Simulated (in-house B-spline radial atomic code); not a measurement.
Excitations of K X (K9+) by several methods

Full response, energies in eV; labels give the largest channel, * marks a mixed state, a dash one above the method's threshold, and an imaginary frequency an unstable closed-shell reference. Computed with an all-electron radial atomic-structure program (B-spline basis): linear response of the closed shell [He] 2s2 2p6 with each method's own kernel (bare exchange for TDHF, static screening on G0W0 levels for BSE, the adiabatic kernel for functionals); scalar-relativistic (spin-free one-electron X2C), finite nucleus, no spin-orbit coupling, no double excitations, S, P, D and F terms only. Only terms of natural parity with L up to 3 were computed.

```
           method  2p → 3s 3P  2p → 3s 1P  2p → 3p 3S  α (bohr³)
             TDHF      299.60      301.80      315.35    0.02768
   BSE on G0W0@HF      298.51      300.62      314.84    0.02761
         LDA VWN5      289.12      290.81      306.36    0.02847
              PBE      287.89      289.75      305.51     0.0284
             PBE0      291.20      293.12      308.48     0.0282
  B3LYP (VWN-RPA)      287.67      290.12      304.93    0.02825
        CAM-B3LYP      287.31      289.75      304.57    0.02825
          LC-wPBE      287.19      289.03      304.97    0.02843
            wB97X      293.00      294.69      310.13    0.02813
            HSE06           ?           ?           ?          ?
        BHandHLYP      290.37      293.08      307.16    0.02803
             BLYP           ?           ?           ?          ?
           PBEsol      288.24      290.07      305.68    0.02843
             BP86      289.28      291.00      306.95    0.02834
LDA exchange-only      287.59      289.51      304.44    0.02856
            B97-1      291.02      292.81      308.50    0.02821
             RPBE      287.33      289.18      305.14     0.0284
             OLYP      284.11      286.61      301.87    0.02826
```

Problem. What does HSE06 give?

Solution. 2p → 3s 3P: 291.11; 2p → 3s 1P: 293.03; 2p → 3p 3S: 308.43; α: 0.02821 (eV, bohr³).

Problem. What does BLYP give?

Solution. 2p → 3s 3P: 284.30; 2p → 3s 1P: 286.83; 2p → 3p 3S: 301.77; α: 0.0284 (eV, bohr³).
